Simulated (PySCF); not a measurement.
PySCF input file for C₄H₄N, SMILES C1=C[N]C=C1, multiplicity 2, PBE/pcH-1. Geometry: r2SCAN-D4/def2-SVP. The isomer is the one that the SMILES or the coordinates give; other isomers of the formula were not compared.

```python
import numpy as np
from pyscf import gto, scf, dft
from pyscf.prop.hfc import uks as hfc
from pyscf.prop.gtensor import uks as gtensor

mol = gto.M(
    atom='''
    C     0.00000000    0.68316204    0.98603851
    C    -0.00000000    1.06334279   -0.42715339
    N    -0.00000000    0.00000005   -1.24876797
    C     0.00000000   -1.06334276   -0.42715347
    C    -0.00000000   -0.68316212    0.98603845
    H    -0.00000000    1.35979576    1.84114748
    H     0.00000001    2.08375712   -0.82376974
    H     0.00000000   -2.08375705   -0.82376991
    H    -0.00000000   -1.35979591    1.84114736
    ''',
    basis='pcH-1',
    charge=0,
    spin=1,
    max_memory=1600,
    verbose=3,
)
mf = dft.UKS(mol, xc='pbe').density_fit(auxbasis='def2-universal-jkfit')
mf.grids.level = 3
mf.conv_tol = 1e-10
mf.max_cycle = 100
mf.kernel()
fine, coarse = mf.grids, dft.Grids(mol).set(level=1).build(with_non0tab=True)
for _ in range(3):  # follow internal instabilities
    mf.grids = coarse
    mo, _, stable, _ = mf.stability(return_status=True, nroots=4)
    mf.grids = fine
    if stable:
        break
    mf.kernel(mf.make_rdm1(mo, mf.mo_occ))
A = hfc.HFC(mf).make_fcdip(mf.make_rdm1())  # Fermi contact and dipolar terms, MHz
print('atom   A(iso)/MHz   principal dipolar parts/MHz')
for i, a in enumerate(A):
    w = np.linalg.eigvalsh((a + a.T) / 2)
    print(f'{mol.atom_symbol(i):2s}{i + 1:3d} {w.mean():12.2f}', (w - w.mean()).round(2))
gt = gtensor.GTensor(mf)
gt.dia_soc2e, gt.para_soc2e, gt.so_eff_charge = None, None, True
gt.max_cycle_cphf = 60
g = gt.kernel()
```

Log of the run:

```

WARN: HOMO -0.24184682901252 >= LUMO -0.241846829012523

converged SCF energy = -209.258390473402  <S^2> = 0.75871151  2S+1 = 2.0086926
<class 'pyscf.df.df_jk.DFUKS'> wavefunction is stable in the internal stability analysis
atom   A(iso)/MHz   principal dipolar parts/MHz
C   1        -7.31 [-9.46 -8.08 17.54]
C   2        39.32 [-42.99 -40.84  83.83]
N   3        -5.18 [-7.68  3.71  3.97]
C   4        39.32 [-42.99 -40.84  83.83]
C   5        -7.31 [-9.46 -8.08 17.54]
H   6        -9.14 [-6.35 -2.89  9.25]
H   7       -35.49 [-19.83  -2.15  21.97]
H   8       -35.49 [-19.83  -2.15  21.97]
H   9        -9.14 [-6.35 -2.89  9.25]
SOC(1e)/OZ [ 0.00025123 -0.00016085  0.00061677]
free electron g 2.00231930436182
g-tensor total [2.00246512 2.00212256 2.00284588]
g-shift (ppt) [ 0.14581566 -0.19674324  0.52657816]
```

Self-consistency was reached.
